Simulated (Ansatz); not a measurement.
`C[SiH](O)C(N)=O` + `[F][GaH][F]` → `C[SiH2]C(N)=O` + `[OH][Ga]([F])[F]`  (redistribution)

Calculated with Ansatz (gas phase, PBE0-D4/def2-TZVP geometries, no zero-point term in ΔE). CBS: MP2 limit from def2 TZ/QZ plus the TZ coupled-cluster correction, frozen cores. DFT in def2-TZVPP. B3LYP here is the variant with VWN-RPA as its local correlation; programs differ in this. For Ga outer-core shells are correlated without core-valence functions, which leaves a few kJ/mol of doubt a bond. Scalar relativity is left out up to krypton. One conformer a species, not always the lowest.

```tsv
level	ΔE (eV)
PBE-D4	0.63
r2SCAN-D4	0.67
r2SCAN	0.67
B3LYP	0.65
```

(1) What does CCSD(T)/CBS give? (An estimate is asked.)

Largest T1 diagnostic among the species: 0.015.

Answers

(1) The calculation gave: +0.64 eV. The listed levels differ from it by -0.01, 0.03, 0.03, 0.01 eV.

In def2-TZVPP, CCSD(T) changes the Hartree–Fock value by −0.06 eV (the triples alone add −0.01 eV) and MP2 by −0.07 eV.
